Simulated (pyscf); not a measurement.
Single points on ωB97X-D3(BJ)/def2-SVP structures (PySCF, gas phase). Singlets are restricted, triplets unrestricted.

Singlet (Å):
```xyz
7

Si    -0.3010    -0.3742    -0.9892
Se     1.6444     0.2982     0.0066
Ge     1.1849     2.5092     0.6149
Cl    -0.8844     2.7162    -0.1183
H     -0.0281    -1.7844    -1.3841
H     -1.4301    -0.3362    -0.0270
H     -0.5846     0.4358    -2.1999
```

Triplet (Å):
```xyz
7

Si    -0.2073    -0.4902    -1.1417
Se     1.5414     0.3399     0.0846
Ge     0.7154     2.5216    -0.1261
Cl    -0.8354     3.1539     1.2589
H     -0.1051    -1.9758    -1.0627
H     -1.4877    -0.0235    -0.5497
H     -0.0912    -0.0444    -2.5545
```

Q: For these two minima of `[SiH3][Se][Ge][Cl]`, which spin state lies lower at ωB97X-D3(BJ)/def2-TZVP, and by how much (electronic energies)?

A: The singlet, by 213.5 kJ/mol. Zero-point energy shifts E(triplet) − E(singlet) by -1.5 kJ/mol. The 7 functionals that were run give +184.8 (M06-2X) to +214.1 kJ/mol (ωB97M-D3(BJ)). Other isomers of H₃Si–Se–Ge:–Cl [singlet] were not searched in full and may lie lower. 

E(triplet) − E(singlet) by level (kJ/mol):

| level | gap |
|---|---|
| ωB97X-D3(BJ)/def2-TZVP | +213.5 |
| PBE/def2-TZVP | +200.7 |
| r²SCAN/def2-TZVP | +189.8 |
| B3LYP-D3(BJ)/def2-TZVP | +212.2 |
| PBE0-D3(BJ)/def2-TZVP | +196.3 |
| M06-2X/def2-TZVP | +184.8 |
| ωB97M-D3(BJ)/def2-TZVP | +214.1 |
| HF/def2-TZVP | +141.6 |

The triplet is the lowest one reached from the SCF start used. Elements up to Kr have no core potential and no relativistic terms here.
